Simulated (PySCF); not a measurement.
Species: C₄H₄F₃PS.
Z-matrix (Å and degrees, GFN2-xTB geometry), rows numbered from 1:
```
C 
P   1  1.8306
S   2  1.9296  1  120.40
C   2  1.8232  1  110.32  3  -160.22
C   4  1.3377  2   68.41  1   -95.19
C   5  1.4812  2  153.62  4   168.28
F   6  1.3434  5  112.03  2  -168.47
F   6  1.3386  5  112.26  2   -47.99
F   6  1.3447  5  111.84  2    72.04
H   1  1.0897  2  108.37  3    60.07
H   1  1.0902  2  108.01  3   -57.46
H   1  1.0862  2  110.45  3  -178.47
H   4  1.0722  2  152.65  5  -167.89
```

Definitions: NICS(0) = −σiso at the ring centroid; NICS(1) = −σiso and NICS(1)zz = −σzz at ±1 Å along the ring normal z. Level: GIAO PBE0/pcSseg-1 (PySCF, non-relativistic, gas phase) on the GFN2-xTB geometry, one conformer.

Ring bond lengths (Å), with Mayer bond orders in brackets: P2–C4 1.823 (0.86), C4–C5 1.338 (1.58), C5–P2 1.822 (0.81).

Problem. Give the NICS values of each ring in ppm.

Solution. 
```json
{"ring": "P2–C4–C5", "type": "3-membered ring with P; formal bonds 1 double, 2 single", "NICS(0)": "-16.8", "NICS(1), two faces": "-7.0 / -6.7", "NICS(1)zz, two faces": "-11.1 / -9.0", "rms pucker (Å)": "0.00", "centre to ring atoms, mean (Å)": "0.96"}
```

Problem. What do they say, and how far can they be read as aromaticity?

Solution. 
- P2–C4–C5: mean NICS(1)zz -10.1 ppm, shielded. P2 has four or more neighbours, so the value isn't read as a sign of a π ring current. NICS(0) lies 10 ppm below the mean NICS(1).

Problem. What are the shieldings of the ring atoms and their hydrogens in the same run (means over atoms taken as equivalent)?

Solution. 
```tsv
atoms	environment	σ isotropic (ppm)
P2	phosphorus bonded to 3 C and S	399.6
C4	alkene CH carbon	16.5
C5	fully substituted alkene carbon	13.7
H13	vinylic hydrogen	22.25
```

The run took about 80 s of CPU time (one thread, shared machine). This is the whole shielding run at PBE0/pcSseg-1, SCF included.
